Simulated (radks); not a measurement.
Task: The table gives one normalised radial function P(r) = r R(r) of Zr+ in [Kr] 4d2 5s1 (r in bohr). All-electron calculation, scalar-relativistic Kohn-Sham, r2SCAN, spin-polarised, spherical densities, finite nucleus; open shells are filled with parallel spins first (spin-orbit coupling, left out, can overturn this in heavy ions); meta-GGA in the generalised Kohn-Sham scheme; Fermi nuclear charge, rms radius 4.2694 fm. Program: a radial shooting solver on a logarithmic mesh with Libxc functionals.

r,P
0.004679,0.0000
0.007266,0.0001
0.01128,0.0005
0.01752,0.0015
0.0272,0.0050
0.04223,0.0152
0.06557,0.0426
0.1018,0.1036
0.1594,0.2081
0.2474,0.3046
0.3842,0.2639
0.5966,-0.0216
0.9263,-0.4459
1.438,-0.7015
2.233,-0.6182
3.467,-0.3448
5.384,-0.1024
8.36,-0.0110
12.98,-0.0003

Which n and l does it have? It may be an empty orbital.

Result: n = 4, l = 2: the number of nodes gives n - l - 1 = 1, the rise at small r (about r^(l+1), flatter next to the nucleus through relativity) gives l, and the extent must fit the shell. The curve is that of 4d up; the table hardly tells the two spins apart. 4d up: eigenvalue -10.645 eV, 1 radial node at r = 0.582 bohr, <r> = 2.14 bohr, 90 % of the charge inside 3.44 bohr.
